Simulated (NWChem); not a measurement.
A series in which one site is exchanged, each optimised at PBE0/def2-SVP with NWChem, gas phase unless a solvent is named. All stand in one matching conformer (torsions within 35°), which need not be the lowest. This build's default masses of Se (78.918 u) and Br (79.917 u) are each other's, which moves their modes by up to 0.6 %.

A: [OH][Al]([OH])[SeH] (AlH3SeO2; site = Al)
B: OB(O)[SeH] (BH$_{3}$SeO$_{2}$; site = B)
C: [OH][Ga]([OH])[SeH] (GaH3SeO2; site = Ga)

```json
[
 {"quantity": "dipole (D), PBE0/def2-SVP", "A": "1.27", "B": "…", "C": "0.89"},
 {"quantity": "orbital gap (eV), PBE0/def2-SVP", "A": "6.79", "B": "…", "C": "6.61"},
 {"quantity": "vertical ionisation energy, ΔSCF, PBE0/def2-SVP (eV)", "A": "9.52", "B": "…", "C": "9.65"},
 {"quantity": "lowest singlet excitation, PBE0/def2-SVPD, TDA (eV)", "A": "5.21", "B": "…", "C": "5.01"}
]
```

### Question
Some entries are withheld; supply them.

### Answer

- dipole (D), PBE0/def2-SVP, B: 1.42
- orbital gap (eV), PBE0/def2-SVP, B: 7.34
- vertical ionisation energy, ΔSCF, PBE0/def2-SVP (eV), B: 9.39
- lowest singlet excitation, PBE0/def2-SVPD, TDA (eV), B: 5.35
